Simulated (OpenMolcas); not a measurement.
**B, Al, Ga, In, Tl: ns² np down the group**

* Program: OpenMolcas
* Method: CASSCF
* Basis: ANO-RCC-VQZP
* Scalar Hamiltonian: DKH2, point nucleus
* Spin-orbit coupling: RASSI with atomic mean-field integrals over the reference wave functions, term energies averaged over their components

Active space for each ion: 1 electron in 3 orbitals (p).

Computed levels in cm-1 above ²P°_1/2:

```csv
Level,B,Al,Ga,In,Tl
²P°_3/2,14.7,93.0,704,1884,6437
weight of ²P° in the lowest level (%),100,100,100,100,100
```

Measured, with the error of the calculation in %. Measured levels: B, Al, Ga, In, Tl from NIST Handbook of Basic Atomic Spectroscopic Data.

```tsv
Level	B	Al	Ga	In	Tl
²P°_3/2	15.3 (-4.0)	112 (-17.1)	826 (-14.8)	2213 (-14.9)	7793 (-17.4)
```

The fine-structure level ²P°_3/2 changes by a factor of 438 from B to Tl.

With one active electron the reference holds no correlation, so core polarisation is missing. Computed and measured levels are paired by configuration, term and J; levels that our copy of the source lacks, or whose pairing is in doubt (as where it misses far off the trend of its configuration), stay unpaired and out of the deviations. Levels of configurations outside the active space are missing.

° marks odd parity.
